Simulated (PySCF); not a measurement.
## Electron correlation in In⁺ (indium, charge +1)

[Kr] 4d10 5s2, closed-shell 1S. Computed with PySCF 2.14 in def2-SVP with the def2 core potential (28 electrons), with scalar relativity through the core potential. Frozen: 4s2 4p6 4d10; 2 electrons correlated.

Total MP2 correlation energy: -20.73 mhartree.

Same-spin part 0.00 and opposite-spin part -20.73 mhartree; SCS-MP2 scales them by 1/3 and 6/5 to -24.88 mhartree.

With two correlated electrons CCSD is exact within the correlated space (frozen core and kept virtual orbitals).

| level | correlation energy (mhartree) |
| --- | --- |
| CCSD | -31.19 |

Diagnostics: T1 = 0.0030, D1 = 0.0043, largest double amplitude 0.098.

Q: Is a single reference adequate?

A: Mostly. T1 lies below 0.03, but a double amplitude of this size points to a near-degeneracy that CCSD handles and MP2 describes poorly.
